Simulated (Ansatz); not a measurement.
Cr4N4, relaxed as a singlet with RKS PBE-D4/def2-SVP in Ansatz, starting from the GFN2-xTB geometry. Force threshold 0.03 eV/Å.

The relaxation made no stability test and no search for a lower SCF solution. No other spin state of charge 0 was run. Another isomer (quintet) lies 7.55 eV lower at PBE0-D4/def2-TZVP; other spin states weren't run for this one.

Start:

```xyz
8

Cr    0.6644   -0.5495   -1.3812
Cr   -0.8115   -1.1056    0.3391
Cr   -1.1065    1.0833   -0.3836
Cr    1.0441    0.8343    0.4600
N    -0.9534    0.8214    1.4313
N    -0.5651   -1.7968   -1.2266
N    -0.1140   -0.0050    1.8305
N     1.8421    0.7179   -1.0695
```

Problem. Estimate the energy that the relaxation releases and the steps that it takes.

Solution. 1.75 eV, in 11 steps; 61 s on 4 threads of Arm Neoverse V1 on a shared host. No frequencies were taken in this run, so the end may be a saddle point.

Problem. Does the start keep its bonding?

Solution. By distances, no bond broke or formed. The bond that changes most is Cr2–N7, from 1.98 to 2.23 Å (atoms count from 1).

Problem. Predict the relaxed structure.

Solution. 
```xyz
8

Cr    0.4548   -0.4540   -1.5366
Cr   -0.6016   -1.0159    0.0864
Cr   -1.0075    1.2371   -0.2609
Cr    0.8248    0.9790    0.4234
N    -1.0252    0.7856    1.5102
N    -0.4643   -2.0266   -1.2335
N     0.0094    0.1186    1.9031
N     1.8097    0.3762   -0.8922
```
Bond lengths (bridged metal pairs left out): 9 × Cr–N 1.67 to 2.33 Å; 1 × N–N 1.29 Å; 1 × Cr–Cr 2.57 Å.
